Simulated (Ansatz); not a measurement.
A structure relaxed at PBE0-D4/def2-SVP in Ansatz, charge 0, singlet:

```csv
atom,x (Å),y (Å),z (Å)
V1,0.2321,0.6411,1.0014
V2,-0.8159,-0.4784,0.0910
S3,-0.1488,1.3788,-1.2775
S4,1.4822,-1.1659,-0.0259
S5,-1.6037,0.0264,2.1405
S6,0.8542,-0.4020,-1.9296
```

(1) Give its formula and point group.

(2) Summarise the bond lengths by kind (pairs closer than 1.2 times the sum of covalent radii, bridged metal pairs left out).

Results:

(1) the cluster V₂S₄ (the lowest singlet isomer of a short search). Point group Cs (tolerance 0.1 Å).

(2) 6 × S–V 2.25 to 2.43 Å; 2 × S–S 2.15 Å.

The restricted singlet is unstable towards broken spin symmetry in Hartree–Fock (as tested in another run); at PBE0-D4/def2-SVP this wasn't settled. The relaxation made no stability test and no search for a lower SCF solution. No other spin state of charge 0 was run. The structure comes from a short search, and lower isomers may exist.
